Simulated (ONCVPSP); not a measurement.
**scandium (Sc): ONCV pseudisation with PBE, scalar-relativistic reference atom.**

scandium (Sc), optimised norm-conserving Vanderbilt (ONCV), made with ONCVPSP 4.0.1 (PBE, scalar-relativistic). Core [Ne], reference 3s2 3p6 3d1 4s1.75 (charge +0.25). Waves: 3s+4s: rc 2.00 bohr, ncon 4, nbas 7, qcut 6.6 1/bohr, 3 projectors, debl 1.4 Ha; 3p: rc 1.35 bohr, ncon 4, nbas 8, qcut 11.8 1/bohr, 2 projectors, debl 2.7 Ha; 3d: rc 1.80 bohr, ncon 4, nbas 8, qcut 7.2 1/bohr, 2 projectors, debl 3.1 Ha; f scattering state at 0.22 Ha: rc 1.95 bohr, ncon 5, nbas 9, qcut 4.9 1/bohr, 1 projector. Local part: polynomial inside 1.30 bohr (lpopt 5, dvloc0 6 Ha). Core correction: polynomial model core, fcfact 0.3.

Question: Does the generator finish with these settings?

Answer: Yes, a potential is produced and its reference levels are reproduced.

Question: Estimate the cutoffs (Ha) at which the residual kinetic energy of the hardest occupied pseudo-wave falls to 1 and 0.1 mHa per electron.

Answer: 30 Ha and 42 Ha.

Question: What does a ghost test show?

Answer: No bound ghost flagged; no localised positive-energy state flagged.

Question: Which valence shell sets the plane-wave cutoff?

Answer: 3p: 30 Ha for 1 mHa per electron, against 23 Ha for 3d.

Question: Tests: 3s2 3p6 3d1 4s2; 3s2 3p6 3d1 4s1; 3s2 3p6 3d1 4s0; 3s1 3p6 3d1 4s2. Which has the largest error in its energy relative to the reference configuration, and how large is it?

Answer: 3s1 3p6 3d1 4s2, with -324 meV (all-electron minus pseudo) on +60.76 eV.
